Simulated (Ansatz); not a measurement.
Basis-set extrapolation for `F[SiH]([SiH3])Cl` (PBE0-D4/def2-TZVP geometry, frozen core, Ansatz 0.2.0). Multiplicity 1, RHF reference.

```
                       def2-TZVPP    def2-QZVPP
                 HF  -1139.329277  -1139.365233
    MP2 correlation     -0.682918     -0.746499
CCSD(T) correlation     -0.758762       not run
```

Energies in hartree. Use E(X) = E(∞) + A·exp(−7.88·√X) for Hartree–Fock and E(X) = E(∞) + B·X^(−2.97) for correlation, with X = 3 and 4, and add CCSD(T) minus MP2 of the smaller set to the MP2 limit.

**Question.** What is the CCSD(T) energy at the basis-set limit?

**Answer.** HF limit: -1139.365233 + (-0.035956) × 0.13774 = -1139.37019. MP2 limit: -0.746499 + (-0.063581) × 0.74074 = -0.79360. Higher-order term: -0.758762 − (-0.682918) = -0.07584. Total: -1140.23963 hartree, 398.0 kJ/mol below CCSD(T)/def2-TZVPP.
